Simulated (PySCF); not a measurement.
**Stretching BeCl**

Set-up: basis Be pcseg-1, Cl pcseg-1; no relativity; PySCF 2.14. Energies in eV from Be + Cl in their ground configurations at the same level. State: ²Σ⁺ (doublet), unpaired electrons σ ↑.

All columns are BLYP. A positive dipole means Be(−)Cl(+).

```tsv
R (Å)	E (eV)	μ (D)	Mulliken charge on Be (basis-dependent)	HOMO (eV)	LUMO (eV)	Mayer bond order	⟨S²⟩
1.567	-2.986	0.02	0.23	-4.69	-2.70	1.21	0.75
1.640	-3.474	-0.29	0.26	-4.83	-2.82	1.16	0.75
1.713	-3.751	-0.61	0.30	-4.98	-2.95	1.12	0.75
1.767	-3.855	-0.85	0.32	-5.08	-3.05	1.09	0.75
1.822	-3.892	-1.10	0.34	-5.19	-3.15	1.06	0.75
1.877	-3.878	-1.35	0.37	-5.30	-3.26	1.03	0.75
1.950	-3.797	-1.69	0.39	-5.43	-3.42	1.00	0.75
2.041	-3.628	-2.11	0.42	-5.60	-3.62	0.96	0.75
2.150	-3.365	-2.61	0.44	-5.80	-3.88	0.93	0.75
2.296	-2.967	-3.26	0.46	-6.03	-4.23	0.90	0.75
```

A fit through these points gives, at Re = 1.832 Å, μ = -1.14 D and dμ/dR = -4.58 D/Å; the reduced mass is 7.165 u.

Q: How strong is the fundamental in the double-harmonic approximation, I = 42.26·(dμ/dR)²/μred km/mol?

A: I = 42.26·(-4.58)²/7.165 = 124 km/mol at BLYP.

The state is the lowest determinant that a PBE0 search found; another state may lie lower at other levels.
